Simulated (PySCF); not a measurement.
SMILES C[Si](C)(O)S[Si](C)(O)O, singlet, GFN2-xTB optimised geometry.

```
21

Si    -1.05    -1.63     0.00
C     -1.65    -2.61    -1.49
O     -1.54    -0.07     0.00
O     -1.61    -2.30     1.35
S      1.13    -1.63     0.00
Si     1.49    -0.79     1.94
C      3.32    -1.06     2.36
C      1.00     1.05     2.02
O      0.52    -1.64     2.98
H     -1.25    -2.21    -2.42
H     -1.34    -3.65    -1.43
H     -2.73    -2.58    -1.54
H     -1.29     0.51    -0.71
H     -1.09    -2.19     2.15
H      3.56    -2.12     2.41
H      3.57    -0.61     3.32
H      3.96    -0.61     1.61
H     -0.06     1.17     1.84
H      1.22     1.47     3.00
H      1.54     1.63     1.28
H      0.71    -1.62     3.92
```

Density from PySCF with B3LYP/def2-SVP at that geometry.

Minimum of the electron density along straight lines between bonded atoms, close to the bond critical point (lines longer than 1.1 times the sum of covalent radii, or with two minima, are not listed):

```json
[
 {"bond": "Si1–C2", "length / Å": "1.885", "ρ at the minimum / e bohr⁻³": "0.117", "∇²ρ there / e bohr⁻⁵": "0.31", "position (fraction from the first atom)": "0.38"},
 {"bond": "Si1–O3", "length / Å": "1.633", "ρ at the minimum / e bohr⁻³": "0.128", "∇²ρ there / e bohr⁻⁵": "1.06", "position (fraction from the first atom)": "0.41"},
 {"bond": "Si1–O4", "length / Å": "1.610", "ρ at the minimum / e bohr⁻³": "0.137", "∇²ρ there / e bohr⁻⁵": "1.16", "position (fraction from the first atom)": "0.41"},
 {"bond": "Si1–S5", "length / Å": "2.181", "ρ at the minimum / e bohr⁻³": "0.088", "∇²ρ there / e bohr⁻⁵": "0.13", "position (fraction from the first atom)": "0.35"},
 {"bond": "S5–Si6", "length / Å": "2.140", "ρ at the minimum / e bohr⁻³": "0.094", "∇²ρ there / e bohr⁻⁵": "0.16", "position (fraction from the first atom)": "0.64"},
 {"bond": "Si6–C7", "length / Å": "1.894", "ρ at the minimum / e bohr⁻³": "0.114", "∇²ρ there / e bohr⁻⁵": "0.32", "position (fraction from the first atom)": "0.38"},
 {"bond": "Si6–C8", "length / Å": "1.902", "ρ at the minimum / e bohr⁻³": "0.114", "∇²ρ there / e bohr⁻⁵": "0.30", "position (fraction from the first atom)": "0.38"},
 {"bond": "Si6–O9", "length / Å": "1.654", "ρ at the minimum / e bohr⁻³": "0.121", "∇²ρ there / e bohr⁻⁵": "0.96", "position (fraction from the first atom)": "0.41"},
 {"bond": "C2–H10", "length / Å": "1.085", "ρ at the minimum / e bohr⁻³": "0.273", "∇²ρ there / e bohr⁻⁵": "-0.98", "position (fraction from the first atom)": "0.62"},
 {"bond": "C2–H11", "length / Å": "1.083", "ρ at the minimum / e bohr⁻³": "0.274", "∇²ρ there / e bohr⁻⁵": "-1.00", "position (fraction from the first atom)": "0.63"},
 {"bond": "C2–H12", "length / Å": "1.084", "ρ at the minimum / e bohr⁻³": "0.273", "∇²ρ there / e bohr⁻⁵": "-0.99", "position (fraction from the first atom)": "0.63"},
 {"bond": "O3–H13", "length / Å": "0.954", "ρ at the minimum / e bohr⁻³": "0.356", "∇²ρ there / e bohr⁻⁵": "-2.40", "position (fraction from the first atom)": "0.82"},
 {"bond": "O4–H14", "length / Å": "0.963", "ρ at the minimum / e bohr⁻³": "0.341", "∇²ρ there / e bohr⁻⁵": "-2.53", "position (fraction from the first atom)": "0.83"},
 {"bond": "C7–H15", "length / Å": "1.085", "ρ at the minimum / e bohr⁻³": "0.273", "∇²ρ there / e bohr⁻⁵": "-0.99", "position (fraction from the first atom)": "0.63"},
 {"bond": "C7–H16", "length / Å": "1.086", "ρ at the minimum / e bohr⁻³": "0.272", "∇²ρ there / e bohr⁻⁵": "-0.96", "position (fraction from the first atom)": "0.62"},
 {"bond": "C7–H17", "length / Å": "1.083", "ρ at the minimum / e bohr⁻³": "0.274", "∇²ρ there / e bohr⁻⁵": "-0.99", "position (fraction from the first atom)": "0.63"},
 {"bond": "C8–H18", "length / Å": "1.086", "ρ at the minimum / e bohr⁻³": "0.274", "∇²ρ there / e bohr⁻⁵": "-1.00", "position (fraction from the first atom)": "0.63"},
 {"bond": "C8–H19", "length / Å": "1.086", "ρ at the minimum / e bohr⁻³": "0.271", "∇²ρ there / e bohr⁻⁵": "-0.96", "position (fraction from the first atom)": "0.62"},
 {"bond": "C8–H20", "length / Å": "1.085", "ρ at the minimum / e bohr⁻³": "0.273", "∇²ρ there / e bohr⁻⁵": "-0.98", "position (fraction from the first atom)": "0.62"},
 {"bond": "O9–H21", "length / Å": "0.954", "ρ at the minimum / e bohr⁻³": "0.354", "∇²ρ there / e bohr⁻⁵": "-2.41", "position (fraction from the first atom)": "0.82"}
]
```
